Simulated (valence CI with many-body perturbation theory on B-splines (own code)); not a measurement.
# Hg47+: calculated level list

Method: relativistic CI+MBPT: five valence electrons over a frozen Dirac-Fock core [Ar] 3d10, a basis of 11 s, 11 p, 10 d, 8 f, 5 g, 2 h functions for each j, with the one-electron correlation potential Σ1 (screened to all orders), the two-electron term Σ2, the three-electron term Σ3, Breit, model QED; selected single and double excitations, second order for the rest, scaled by the run's own slope (own B-spline code, finite nucleus).

No measured spectrum was set against this ion. As an estimate, large intervals hold to a few tenths of a per cent, small ones and those within an open d or f shell to about a per cent. Among the levels kept, up to 2000 cm⁻¹ of a level comes from second order outside the variational space, and about a tenth of that is noise between levels of different J, which matters for small intervals.

Levels 136 to 176 of 176, with energies above the lowest level, (4s^2 4p1/2^2 4p3/2) J=3/2. "Leading %" is the weight of the configuration and term that name the level; weights of strongly mixed levels are sums over their largest components and can fall short. In the jj column 3d3/2^4 stands for four electrons in 3d with j = 3/2. Lifetimes count E1, E2, E3, M1 and M2 decay at the calculated energies, and are blank where another channel may lead or the interval is too uncertain; long ones can be off by a factor of two.

```tsv
No.	Configuration	Term	J	E (× 10³ cm⁻¹)	Leading %	Lifetime	Second component	Leading jj
136	4s 4p2 4d2	4F	5/2	5160.8	18	3.31 ps	13 % 4s 4p2 4d2 6G	4s 4p1/2^2 4d3/2 4d5/2 (87 %)
137	4s 4p2 4d2	6D	3/2	5182.9	28	2.54 ps	23 % 4s 4p2 4d2 4P	4s 4p1/2^2 4d3/2 4d5/2 (93 %)
138	4s 4p3 4d	2F°	5/2	5185.1	35	436 fs	25 % 4s 4p3 4d 2D°	4s 4p1/2 4p3/2^2 4d5/2 (86 %)
139	4s 4p2 4d2	2G	9/2	5186.4	17	5.47 ps	13 % 4s 4p2 4d2 4F	4s 4p1/2^2 4d3/2 4d5/2 (77 %)
140	4s 4p3 4d	2D°	3/2	5205.9	33	408 fs	22 % 4s 4p3 4d 2P°	4s 4p1/2 4p3/2^2 4d5/2 (82 %)
141	4s 4p2 4d2	4H	7/2	5223.8	21	4.24 ps	18 % 4s 4p2 4d2 2G	4s 4p1/2^2 4d3/2 4d5/2 (77 %)
142	4s 4p2 4d2	2F	5/2	5243.6	25	2.76 ps	14 % 4s 4p2 4d2 4G	4s 4p1/2^2 4d3/2 4d5/2 (88 %)
143	4s 4p2 4d2	4F	3/2	5244.8	19	3.19 ps	9 % 4s 4p2 4d2 2D	4s 4p1/2^2 4d3/2 4d5/2 (77 %)
144	4s 4p2 4d2	2P	1/2	5289.2	34	2.60 ps	21 % 4s 4p2 4d2 4D	4s 4p1/2^2 4d3/2 4d5/2 (87 %)
145	4s2 4p 4d2	4F°	3/2	5312.9	26	207 fs	25 % 4s2 4p 4d2 4D°	4s^2 4p3/2 4d3/2^2 (83 %)
146	4s2 4p 4d2	4D°	1/2	5318.9	64	225 fs	19 % 4s2 4p 4d2 2P°	4s^2 4p3/2 4d3/2^2 (86 %)
147	4s2 4p 4d2	4F°	5/2	5320.8	33	226 fs	17 % 4s2 4p 4d2 2F°	4s^2 4p3/2 4d3/2^2 (83 %)
148	4s 4p3 4f	4F	7/2	5320.9	17	1.94 ps	14 % 4s 4p3 4f 6F	4s 4p1/2^2 4p3/2 4f5/2 (83 %)
149	4s2 4p 4d2	2G°	7/2	5322.9	30	248 fs	23 % 4s2 4p 4d2 2F°	4s^2 4p3/2 4d3/2^2 (87 %)
150	4s 4p3 4f	4F	5/2	5331.7	25	1.79 ps	21 % 4s 4p3 4f 6F	4s 4p1/2^2 4p3/2 4f5/2 (87 %)
151	4s 4p3 4f	4D	3/2	5349.7	31	1.90 ps	28 % 4s 4p3 4f 6F	4s 4p1/2^2 4p3/2 4f5/2 (86 %)
152	4s 4p3 4f	4D	1/2	5354.1	53	2.05 ps	31 % 4s 4p3 4f 6F	4s 4p1/2^2 4p3/2 4f5/2 (95 %)
153	4s 4p3 4f	4F	9/2	5360.5	28	2.18 ps	27 % 4s 4p3 4f 6F	4s 4p1/2^2 4p3/2 4f7/2 (56 %)
154	4s2 4p 4d2	2P°	3/2	5389.7	27	243 fs	18 % 4s2 4p 4d2 4P°	4s^2 4p3/2 4d3/2^2 (83 %)
155	4s 4p3 4f	4G	11/2	5393.3	48	3.45 ps	30 % 4s 4p3 4f 6F	4s 4p1/2^2 4p3/2 4f7/2 (96 %)
156	4s 4p2 4d2	4F	9/2	5394.7	16	2.00 ps	14 % 4s 4p3 4f 2G	4s 4p1/2^2 4d5/2^2 (52 %)
157	4s 4p3 4f	2F	7/2	5396.9	25	3.80 ps	12 % 4s 4p3 4f 6F	4s 4p1/2^2 4p3/2 4f7/2 (78 %)
158	4s 4p3 4f	2F	5/2	5422.7	25	1.56 ps	16 % 4s 4p3 4f 4D	4s 4p1/2^2 4p3/2 4f7/2 (61 %)
159	4s2 4p 4d2	4G°	9/2	5451.4	51	419 fs	21 % 4s2 4p 4d2 4F°	4s^2 4p3/2 4d3/2 4d5/2 (91 %)
160	4s 4p3 4f	2F	5/2	5452.2	21	1.48 ps	13 % 4s 4p3 4f 2D	4s 4p1/2^2 4p3/2 4f5/2 (45 %)
161	4s2 4p 4d2	2F°	7/2	5461.7	30	404 fs	27 % 4s2 4p 4d2 4F°	4s^2 4p3/2 4d3/2 4d5/2 (88 %)
162	4s 4p3 4f	4F	3/2	5475.8	23	1.24 ps	18 % 4s 4p3 4f 2D	4s 4p1/2^2 4p3/2 4f5/2 (63 %)
163	4s 4p3 4f	4H	7/2	5477.5	14	1.18 ps	12 % 4s 4p3 4f 2G	4s 4p1/2^2 4p3/2 4f5/2 (54 %)
164	4s 4p3 4f	2D	3/2	5483.9	35	2.35 ps	17 % 4s 4p3 4f 4F	4s 4p1/2^2 4p3/2 4f7/2 (55 %)
165	4s2 4p 4d2	4P°	5/2	5487.2	43	462 fs	30 % 4s2 4p 4d2 4D°	4s^2 4p3/2 4d3/2 4d5/2 (91 %)
166	4s2 4p 4d2	2H°	11/2	5489.6	49	599 fs	48 % 4s2 4p 4d2 4G°	4s^2 4p3/2 4d3/2 4d5/2 (87 %)
167	4s2 4p 4d2	4D°	3/2	5492.5	37	432 fs	23 % 4s2 4p 4d2 2D°	4s^2 4p3/2 4d3/2 4d5/2 (82 %)
168	4s2 4p 4d2	2F°	5/2	5493.8	35	510 fs	27 % 4s2 4p 4d2 4D°	4s^2 4p3/2 4d3/2 4d5/2 (80 %)
169	4s2 4p 4d2	2S°	1/2	5497.9	38	388 fs	23 % 4s2 4p 4d2 4P°	4s^2 4p3/2 4d3/2 4d5/2 (84 %)
170	4s2 4p 4d2	2F°	7/2	5504.6	29	520 fs	25 % 4s2 4p 4d2 2G°	4s^2 4p3/2 4d3/2 4d5/2 (80 %)
171	4s 4p3 4f	2F	7/2	5505.3	12	1.56 ps	10 % 4s 4p2 4d2 2F	4s 4p1/2^2 4p3/2 4f7/2 (49 %)
172	4s 4p2 4d2	2D	5/2	5509.7	9	1.29 ps	7 % 4s 4p3 4f 2D	4s 4p1/2^2 4d5/2^2 (59 %)
173	4s 4p3 4f	2G	9/2	5530.4	34	1.26 ps	18 % 4s 4p3 4f 2H	4s 4p1/2^2 4p3/2 4f7/2 (70 %)
174	4s2 4p 4d2	2G°	9/2	5537.5	32	777 fs	17 % 4s2 4p2 4f 2H°	4s^2 4p3/2^2 4f5/2 (46 %)
175	4p5	2P°	1/2	5550.1	77	335 fs	5 % 4s 4p3 4d 2S°	4p1/2 4p3/2^4 (77 %)
176	4s2 4p 4d2	2G°	7/2	5562.7	27	618 fs	14 % 4s2 4p 4d2 4F°	4s^2 4p3/2 4d3/2 4d5/2 (53 %)
```

Where two levels of one J and parity lie close, their mixing, g and order are uncertain.
